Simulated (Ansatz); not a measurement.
Reaction (substitution at a C–Sn bond): `[CH3][SnH2][SiH2]F` + `C[O][SnH2][NH2]` → `C[NH][SnH2][O]C` + `F[SiH2][SnH3]`

Computed with Ansatz on PBE0-D4/def2-TZVP structures; ΔE is electronic, products minus reactants. CCSD(T)/CBS is the MP2 limit (def2-TZVPP, def2-QZVPP) plus CCSD(T) − MP2 in def2-TZVPP, frozen cores. DFT in def2-TZVPP. def2 core potentials past Kr. For Sn outer-core shells are correlated without core-valence functions, which leaves a few kJ/mol of doubt a bond. Each species was taken in one conformer, which may not be the lowest.

```tsv
species	B2PLYP energy (Eh)
`[CH3][SnH2][SiH2]F`	-645.64233
`C[O][SnH2][NH2]`	-386.31678
`C[NH][SnH2][O]C`	-425.58958
`F[SiH2][SnH3]`	-606.34355
```

Question: Work out ΔE.

Answer: ΔE = (-425.58958) + (-606.34355) − (-645.64233) − (-386.31678) = 0.02598 Eh = +0.71 eV. CCSD(T)/CBS gives +0.75 eV.

Largest T1 diagnostic among the species: 0.013.

In def2-TZVPP, CCSD(T) changes the Hartree–Fock value by +0.09 eV (the triples alone add +0.01 eV) and MP2 by +0.16 eV.
